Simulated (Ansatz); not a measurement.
The same atomization along the group F, Cl, I.

Program: Ansatz. Geometries: PBE0-D4/def2-TZVP. ΔE: electronic, gas phase. CCSD(T)/CBS is the MP2 limit (def2-TZVPP, def2-QZVPP) plus CCSD(T) − MP2 in def2-TZVPP, frozen cores. This one scheme is used for every species, atoms too. No spin–orbit coupling; open shells (•) take unrestricted orbitals. Spin–orbit coupling would lower the free atoms: a little for C, Cl, F, S; strongly for I. def2 core potentials past Kr. Bonds to I are less sure, by a few kJ/mol each and by 10 to 20 or more in all where they break to atoms, as the def2 sets lack core-valence functions. Each species was taken in one conformer, which may not be the lowest.

Question: Order these by ΔE at CCSD(T)/CBS, lowest first. (An estimate is asked.)
A. `C=C(S)Cl` → 2 C• + Cl• + 3 H• + S•
B. `C=C(F)S` → 2 C• + F• + 3 H• + S•
C. `C=C(S)I` → 2 C• + I• + 3 H• + S•

Answer: C (+579.2 kcal/mol), A (+600.9 kcal/mol), B (+630.0 kcal/mol).

Largest T1 diagnostic: 0.012, for `C=C(F)S`.

For atomizations the MP2-based limit and the directly extrapolated one differ by several kJ/mol either way, and by 10 to 25 for some Ge, Se and Sn compounds, so smaller differences from it don't rank the levels.
